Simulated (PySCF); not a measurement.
## Working out the ionisation energy of Fe(2+)

Fe(2+) [Ar] 3d6 (5D) → Fe(3+) [Ar] 3d5 (6S). All numbers are calculated (PySCF 2.14, the non-relativistic Hamiltonian (point nucleus), in aug-cc-pVDZ). Frozen: [Ar]. Energies in hartree (1 hartree = 27.21139 eV):

| part | Fe(2+) (lower) | Fe(3+) (upper) |
| --- | --- | --- |
| UHF | -1261.660801 | -1260.606536 |
| MP2 opposite-spin | -0.040808 | 0.000000 |
| MP2 same-spin | -0.058516 | -0.048667 |

Question: What does Hartree-Fock give?

Answer: (-1260.606536) − (-1261.660801) = 1.054265 hartree = 28.688 eV.

Question: What do MP2 and SCS-MP2 (6/5 opposite-spin, 1/3 same-spin) give?

Answer: The opposite-spin parts differ by 1.110 eV and the same-spin parts by 0.268 eV. MP2: 28.688 + (1.110) + (0.268) = 30.066 eV. SCS-MP2: 28.688 + 1.2 × (1.110) + (0.268)/3 = 30.109 eV.

Reference: 30.651 ± 0.012 eV (measured; NIST Atomic Spectra Database, ionization energies), between the lowest levels; spin-orbit coupling is absent from the calculation.

The calculation is non-relativistic.

A double-zeta basis recovers only part of the correlation energy.

What remains against the reference includes basis incompleteness, the frozen core and correlation beyond second order.
